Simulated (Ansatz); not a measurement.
System: sum formula ZnHS (charge 0, doublet). The spin state was set by rule; other spins were not relaxed. 
Structure (B3LYP-D3(BJ)/def2-TZVP (Ansatz, a program for electronic structure) minimum search):
```
S
H 1 1.3462
Zn 1 2.2848 2 91.44
```
Charge 0, spin multiplicity 2.

Dipole moments at this geometry, in debye (magnitudes).

```json
[
 {"level": "SVWN5/def2-TZVPD", "program": "Ansatz", "dipole (D)": "1.73"},
 {"level": "BLYP/def2-TZVPD", "program": "Ansatz", "dipole (D)": "1.69"},
 {"level": "revPBE/def2-TZVPD", "program": "Ansatz", "dipole (D)": "1.79"},
 {"level": "B97M-V/def2-TZVPD", "program": "Ansatz", "dipole (D)": "1.93"},
 {"level": "PBE0/def2-TZVPD", "program": "Ansatz", "dipole (D)": "2.06"},
 {"level": "BHLYP/def2-TZVPD", "program": "Ansatz", "dipole (D)": "2.27"},
 {"level": "r2SCANh/def2-TZVPD", "program": "Ansatz", "dipole (D)": "[?]"},
 {"level": "wB97X-V/def2-TZVPD", "program": "Ansatz", "dipole (D)": "2.24"},
 {"level": "CCSD(T)/def2-SVPD", "program": "Ansatz", "dipole (D)": "[?]"}
]
```

Question: Some entries are withheld; supply them.

Answer: 
- r2SCANh/def2-TZVPD, dipole (D): 2.04
- CCSD(T)/def2-SVPD, dipole (D): 2.27
